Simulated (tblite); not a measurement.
Species: C₆H₉OP.
Atom-mapped SMILES: `[CH:1]#[C:2][P:3]1[CH2:4][CH2:5][O:6][CH2:7][CH2:8]1` (hydrogens: H9 on C1; H10, H11 on C4; H12, H13 on C5; H14, H15 on C7; H16, H17 on C8)

Structure used (GFN2-xTB), in Å, numbered top down from 1:
```xyz
17
C6H9OP angstrom
C      3.4754    0.0417    0.5351
C      2.2888    0.0226    0.7293
P      0.5779   -0.0077    1.1716
C      0.0381   -1.3650    0.0036
C     -1.4526   -1.1922   -0.2892
O     -1.7458   -0.0109   -0.9955
C     -1.4850    1.1601   -0.2598
C     -0.0001    1.3658    0.0413
H      4.5056    0.0590    0.3252
H      0.2097   -2.3362    0.4730
H      0.6107   -1.3140   -0.9263
H     -1.8106   -2.0037   -0.9291
H     -2.0196   -1.2131    0.6566
H     -1.8632    1.9773   -0.8805
H     -2.0543    1.1428    0.6846
H      0.5753    1.3577   -0.8882
H      0.1430    2.3279    0.5384
```

All values are computed: GFN2-xTB (tblite) harmonic vibrations without scaling, gas phase. Errors from tens to a few hundred cm⁻¹ against measured bands are possible. One conformer, not necessarily the lowest.

Harmonic wavenumbers (cm⁻¹): 88.2, 103.9, 199.3, 199.7, 296.6, 311.2, 350.1, 382.2, 402.8, 539.4, 641.5, 658.1, 678.9, 690.0, 700.8, 784.8, 859.1, 931.4, 958.5, 978.1, 1012.4, 1048.3, 1091.3, 1136.7, 1142.4, 1182.4, 1224.7, 1254.6, 1290.1, 1331.5, 1344.2, 1425.6, 1432.5, 1461.2, 1464.5, 2193.8, 2840.2, 2842.1, 2949.3, 2953.6, 2959.1, 2959.8, 2967.1, 2968.6, 3363.0.

A = 3565, B = 1204, C = 1043 MHz; mass 128.039 u (most abundant isotopes); point group Cs, symmetry number 1.

Zero-point energy?

½Σν̃ = 29297 cm⁻¹ = 83.76 kcal/mol.

Entropy at 500 K, 1 bar (ideal gas, RRHO, classical rotation)?

Translation 43.05, rotation 30.20, vibration 38.78: S = 112.0 cal/(mol K).

And Cp and H(500 K) − H(0)?

Cp = 51.32 cal/(mol K), of which vibrations give 43.38 (their classical limit is 45 R = 89.4); H(500 K) − H(0) = 14.73 kcal/mol without the zero-point energy, 10.76 from vibrations.

How do the functions run with temperature in this model?

```tsv
T (K)	S (cal/(mol K))	Cp (cal/(mol K))	H − H(0) (kcal/mol)	G − H(0) (kcal/mol)	ln q(vib)
150	71.9	20.0	1.97	-8.82	1.55
250	84.4	29.6	4.45	-16.65	3.43
298.15	90.0	34.3	5.99	-20.85	4.40
400	101.4	43.7	9.97	-30.61	6.53
600	122.0	57.6	20.19	-52.99	10.85
900	148.0	70.6	39.59	-93.61	17.13
```

q(vib) and H(0) count from the zero-point level.

What must be added to the electronic energy to get the Gibbs energy at 500 K and 1 bar?

ZPE + [H(500 K) − H(0)] − T·S = 83.76 + 14.73 − 56.01 = 42.48 kcal/mol.

Blend soft modes into free rotors: weight 1/[1 + (100 cm⁻¹/ν̃)⁴] for the oscillator and the rest for a rotor with moment μB/(μ + B), μ = h/(8π²ν), B = 10⁻⁴⁴ kg m². What vibrational entropy results?

37.47 cal/(mol K) in place of 38.78, which changes −T·S at 500 K by +0.65 kcal/mol.

Which modes carry the vibrational entropy at 500 K?

88.2 cm⁻¹: 4.72; 103.9 cm⁻¹: 4.39; 199.3 cm⁻¹: 3.12; 199.7 cm⁻¹: 3.12; 296.6 cm⁻¹: 2.36; 311.2 cm⁻¹: 2.27 cal/(mol K); the other 39 give 18.80 together.

Hindered rotation and anharmonicity are outside this model. Other conformers, if any are populated, would add a mixing term that is left out.

The run took 0.79 s on one thread of an Intel Xeon Platinum 8375C at 2.90 GHz, on a shared host. The figure is for the frequency step alone.
